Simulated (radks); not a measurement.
Results of a calculation; reference values are marked as such.
The carbon ion C4+, 2 electrons, occupied as [He] (the NIST ground configuration). Level of theory: scalar-relativistic Kohn-Sham, RPBE, spin-polarised, spherical densities, finite nucleus; Fermi nuclear charge, rms radius 2.4702 fm (a radial shooting solver on a logarithmic mesh with Libxc functionals).

Normalised radial functions P(r) = r R(r), r in bohr:

| r | 1s |
|---|---|
| 0.009067 | 0.2403 |
| 0.01056 | 0.2772 |
| 0.01229 | 0.3193 |
| 0.01431 | 0.3672 |
| 0.01665 | 0.4214 |
| 0.01954 | 0.4859 |
| 0.02275 | 0.5548 |
| 0.02649 | 0.6315 |
| 0.03083 | 0.7161 |
| 0.0359 | 0.8086 |
| 0.04212 | 0.9141 |
| 0.04904 | 1.0209 |
| 0.05709 | 1.1326 |
| 0.06646 | 1.2469 |
| 0.07737 | 1.3604 |
| 0.0908 | 1.4745 |
| 0.1057 | 1.5721 |
| 0.1231 | 1.6529 |
| 0.1433 | 1.7102 |
| 0.1681 | 1.7374 |
| 0.1957 | 1.7252 |
| 0.2278 | 1.6711 |
| 0.2652 | 1.5730 |
| 0.3088 | 1.4325 |
| 0.3624 | 1.2457 |
| 0.4218 | 1.0426 |
| 0.4911 | 0.8296 |
| 0.5717 | 0.6230 |
| 0.6656 | 0.4373 |
| 0.781 | 0.2762 |
| 0.9093 | 0.1619 |
| 1.059 | 0.0850 |

1s: eigenvalue -358.13 eV, 0 radial nodes, <r> = 0.268 bohr, 90 % of the charge inside 0.480 bohr.
